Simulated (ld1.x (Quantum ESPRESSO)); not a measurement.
## Configuration tests for O (PAW)

oxygen, PAW, made with ld1.x (Quantum ESPRESSO) 7.5 (LDA (PZ), scalar-relativistic). Core [He], reference 2s2 2p4. Waves: 2s (bound): rcut 0.65, rcutus 0.70 bohr; 2s channel at -0.4 Ry: rcut 0.65, rcutus 0.70 bohr; 2p (bound): rcut 1.95, rcutus 2.10 bohr; 2p channel at 0.5 Ry: rcut 1.95, rcutus 2.10 bohr. Local part: all-electron potential smoothed inside 1.45 bohr (lloc = -1). Core correction: Bessel-smoothed model core, default radius (core density twice the valence density). Augmentation charge: BESSEL, radius 0.75 bohr.

Energies are relative to the spin-unpolarised reference configuration 2s2 2p4; without spin polarisation the order of configurations can differ from experiment. Spin-polarised rows fill each open shell by Hund’s rule, majority spin first. Not all tests gave a result: 1 of 9 tests not solved or not reliable. Left out of the table: 2s2 2p1 (solver errors, printed error -11.8 eV).

```
   valence configuration  charge  ΔE all-electron (eV)  error AE − PS (meV)
                 2s2 2p3      +1                16.584                  +33
                 2s2 2p2      +2                50.292                 +204
               2s2 2p3.5    +0.5                 6.366                 +5.6
                 2s2 2p0      +4               181.211                 +118
                 2s1 2p4      +1                31.422                 -0.6
2s2 2p3 (spin-polarised)      +1                12.572                  +51
```

Q: What are ΔE and the potential's error for 2s1 2p5?

A: ΔE = 14.584 eV all-electron; the error (AE − PS) is +10.0 meV.

Q: What are ΔE and the potential's error for 2s2 2p4 (spin-polarised)?

A: ΔE = -1.409 eV all-electron; the error (AE − PS) is +2.4 meV.

Levels in the configuration 2s2 2p4 (spin-polarised):

```tsv
level	all-electron (eV)	pseudo (eV)
2s up	-24.897	-24.900
2p up	-10.304	-10.310
2s down	-21.937	-21.952
2p down	-7.479	-7.477
```
